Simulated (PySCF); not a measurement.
# Worked example: oscillator strength and radiative lifetime

Al(F)(NCO)(OH) (CHAlFNO2), SMILES [F][Al]([N]=C=O)[OH].

Geometry: B3LYP-D3(BJ)/def2-SVP. The structure was generated by enumeration; whether it is a known compound was not checked. One conformer was computed; it need not be the lowest.

PySCF 2.14.0 with TDDFT-PBE/def2-SVPD puts the first singlet state with f over 0.02 at 6.58 eV (vertical), with the transition dipole (0.000, 0.000, 0.571) in atomic units.

Find the oscillator strength, the wavelength and the radiative lifetime that this transition would have in vacuum if emission retraced absorption.


|μ|² = 0.3260 au, so |μ| = 1.45 D. ΔE = 6.58/27.211 = 0.2418 hartree. f = (2/3) ΔE |μ|² = 0.053 (the program prints 0.053).
λ = 1239.84/6.58 = 188 nm; ν = 53071 cm⁻¹.
Einstein's coefficient A = 0.6670 ν² f s⁻¹ (ν in cm⁻¹) = 9.9e7 s⁻¹, so τ = 1/A = 10 ns. This state is S4; the lower singlets have f = 0.009, 0.002, 0.000. The figure is the radiative limit of this one transition; relaxation, internal conversion, crossing to triplets and a medium change what is measured.
